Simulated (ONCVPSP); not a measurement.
## Building the ONCV potential for fluorine (PBE, non-relativistic).

* Element: fluorine (F)
* Generator: ONCVPSP 4.0.1
* Type: optimised norm-conserving Vanderbilt (ONCV)
* Functional: PBE
* Relativity: non-relativistic
* Frozen core: [He]
* Valence charge: 7
* Reference configuration: 2s2 2p4.5 (charge +0.5)
* Partial waves: 2s: rc 0.65 bohr, ncon 4, nbas 8, qcut 13 1/bohr, 3 projectors, debl 3.7 Ha; 2p: rc 1.20 bohr, ncon 5, nbas 9, qcut 10.8 1/bohr, 2 projectors, debl 1.9 Ha
* Local potential: polynomial inside 0.60 bohr (lpopt 5, dvloc0 1 Ha)
* Core correction: polynomial model core, fcfact 0.5

Q: Estimate the cutoffs (Ha) at which the residual kinetic energy of the hardest occupied pseudo-wave falls to 1 and 0.1 mHa per electron.

A: 60 Ha and 74 Ha.

Q: What does a ghost test show?

A: Ghosts flagged at negative energy: s at -550.7 eV; GHOST(+) flags only above 600 eV. A true bound ghost makes a file unfit for plane-wave use.

Q: Which valence shell sets the plane-wave cutoff?

A: 2s: 60 Ha for 1 mHa per electron, against 47 Ha for 2p.

Q: Tests: 2s2 2p5; 2s2 2p4; 2s2 2p3; 2s2 2p2. Which has the largest error in its energy relative to the reference configuration, and how large is it?

A: 2s2 2p2, with +327 meV (all-electron minus pseudo) on +110.89 eV.
